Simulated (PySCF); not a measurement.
A PySCF script (with the pyscf-properties extension) for the NMR shieldings of SMILES c1c(B(O)O)cc(O)s1, C$_{4}$H$_{5}$BO$_{3}$S, on a GFN2-xTB geometry:

```python
import basis_set_exchange as bse
import numpy as np
from pyscf import gto, dft
from pyscf.prop import nmr

atoms = """
O    -2.789724   -0.106648    0.544613
B    -1.704994    0.160774   -0.235000
O    -1.920538    0.670020   -1.466806
C    -0.220749   -0.091987    0.215835
C     0.170915   -0.664139    1.389650
S     1.884227   -0.799334    1.550319
C     2.092089   -0.065754   -0.005293
O     3.351878    0.111176   -0.470021
C     0.908590    0.251890   -0.584864
H    -2.614910   -0.465346    1.411625
H    -2.847955    0.793969   -1.672118
H    -0.438837   -1.030692    2.192453
H     3.315974    0.519223   -1.343005
H     0.813355    0.716374   -1.549555
"""
names = dict.fromkeys(["O", "B", "C", "S", "H"], "pcSseg-1")
basis = {el: gto.basis.parse(bse.get_basis(n, elements=[el], fmt="nwchem")) for el, n in names.items()}
mol = gto.M(atom=atoms, basis=basis, charge=0, verbose=0)
mf = dft.RKS(mol, xc="PBE0")
mf.grids.level = 2
mf.grids.alignment = dft.numint.BLKSIZE   # the property module wants whole blocks of grid points
mf.conv_tol = 1e-9
mf.kernel()

calc = nmr.RKS(mf)   # GIAO
C = mf.mo_coeff
Co = C[:, mf.mo_occ > 0]
resp = mf.gen_response(singlet=True, hermi=2)
def vind(x):   # induced exchange potential for any number of trial vectors
    d = np.einsum("pi,xij,qj->xpq", C, 2 * x.reshape(-1, C.shape[1], Co.shape[1]), Co, optimize=True)
    return np.einsum("xpq,pi,qj->xij", resp(d - d.transpose(0, 2, 1)), C, Co, optimize=True).ravel()
mo1, _ = nmr.rhf.solve_mo1(calc, with_cphf=vind)
sigma = calc.kernel(mo1)
for i, s in enumerate(sigma):   # ppm
    w = np.linalg.eigvalsh((s + s.T) / 2)
    print("%2d %-2s iso %8.1f  s11 %8.1f  s22 %8.1f  s33 %8.1f" % (i, mol.atom_pure_symbol(i), w.mean(), *w))
```

Q: What are the results?

A: 
```
 0 O  iso    229.3  s11    121.2  s22    274.3  s33    292.5
 1 B  iso     77.1  s11     64.5  s22     74.9  s33     91.7
 2 O  iso    225.6  s11    131.1  s22    265.7  s33    279.9
 3 C  iso     49.4  s11    -29.0  s22     22.4  s33    154.9
 4 C  iso     60.3  s11    -34.0  s22     78.6  s33    136.3
 5 S  iso    297.7  s11    182.4  s22    333.4  s33    377.3
 6 C  iso     13.9  s11    -53.6  s22     20.9  s33     74.2
 7 O  iso    225.7  s11    164.6  s22    250.6  s33    261.9
 8 C  iso     74.7  s11     12.5  s22     72.4  s33    139.2
 9 H  iso     27.3  s11     19.6  s22     25.8  s33     36.3
10 H  iso     27.5  s11     21.1  s22     23.8  s33     37.8
11 H  iso     25.3  s11     21.8  s22     26.6  s33     27.5
12 H  iso     27.2  s11     18.7  s22     25.8  s33     37.1
13 H  iso     25.1  s11     21.1  s22     25.4  s33     28.9
```

These numbers come from an equivalent density-fitted implementation of the same equations, which agrees with the script to about 0.01 ppm for H and up to a few tenths of a ppm for heavy atoms, so last digits may differ.

Size and cost of the density-fitted run: 185 basis functions, 63 s wall time on 1 thread of an Arm Neoverse N1, shared host; peak memory 0.82 GiB.
